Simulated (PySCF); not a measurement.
C₃H₅N₃, SMILES N=c1[nH]cc[nH]1.

Geometry optimised at B3LYP-D3(BJ)/def2-SVP.

Calculation: PySCF with CAM-B3LYP/def2-TZVP.

Symmetry labels are those of the subgroup Cs that the program uses (full group Cs).

Problem. List the valence orbital energies around the gap with their symmetry. (An estimate is asked for; the answer gives what the named calculation found.)

Solution. 
| orbital | symmetry | energy (eV) |
|---|---|---|
| HOMO−7 | A' | -14.44 |
| HOMO−6 | A" | -14.18 |
| HOMO−5 | A' | -13.80 |
| HOMO−4 | A' | -13.56 |
| HOMO−3 | A" | -10.22 |
| HOMO−2 | A" | -9.92 |
| HOMO−1 | A' | -8.88 |
| HOMO | A" | -6.47 |
| LUMO | A' | 1.66 |
| LUMO+1 | A" | 2.01 |
| LUMO+2 | A' | 2.50 |
| LUMO+3 | A' | 2.87 |
